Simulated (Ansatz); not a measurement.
Reactions of Cl2H4OSi2 (`O[Si]([SiH3])(Cl)Cl`).

Calculated with Ansatz (gas phase, PBE0-D4/def2-TZVP geometries, no zero-point term in ΔE). CCSD(T)/CBS is the MP2 limit (def2-TZVPP, def2-QZVPP) plus CCSD(T) − MP2 in def2-TZVPP, frozen cores. This one scheme is used for every species, atoms too. Open shells (•) are unrestricted, without spin–orbit coupling. Spin–orbit coupling would lower the free atoms: a little for Cl. Bonds to Br are less sure, by a few kJ/mol each and by 10 to 20 or more in all where they break to atoms, as the def2 sets lack core-valence functions. Scalar relativity is left out up to krypton. Each species was taken in one conformer, which may not be the lowest.

Q: Order these by ΔE at CCSD(T)/CBS, lowest first. (Estimate.)
A. `O[Si]([SiH3])(Cl)Cl` + `BN(C)[SiH2]Cl` → `BN(C)[SiH2][SiH3]` + `O[Si](Cl)(Cl)Cl`
B. `O[Si]([SiH3])(Cl)Cl` + CH₃OH → `CO[Si](O)([SiH3])Cl` + HCl
C. `O[Si]([SiH3])(Cl)Cl` + `O[Si]1(O)CO1` → `O[Si]1(O[SiH3])CO1` + `O[SiH](Cl)Cl`
D. `O[Si]([SiH3])(Cl)Cl` + CH₄ → `C[Si](O)([SiH3])Cl` + HCl
E. `O[Si]([SiH3])(Cl)Cl` → Cl• + `O[Si]([SiH3])Cl`•
F. `O[Si]([SiH3])(Cl)Cl` + `C#CC(=C)O` → `C#CC(=C)[SiH3]` + `O[Si](O)(Cl)Cl`
G. `O[Si]([SiH3])(Cl)Cl` → `O[SiH2][SiH](Cl)Cl`
H. `O[Si]([SiH3])(Cl)Cl` + HBr → `O[Si]([SiH3])(Cl)Br` + HCl

A: F (-177.5 kJ/mol), C (-104.3 kJ/mol), B (-10.2 kJ/mol), H (+1.8 kJ/mol), A (+14.5 kJ/mol), G (+30.1 kJ/mol), D (+104.8 kJ/mol), E (+477.1 kJ/mol).

Largest T1 diagnostic: 0.015, for `O[Si]([SiH3])Cl`•.
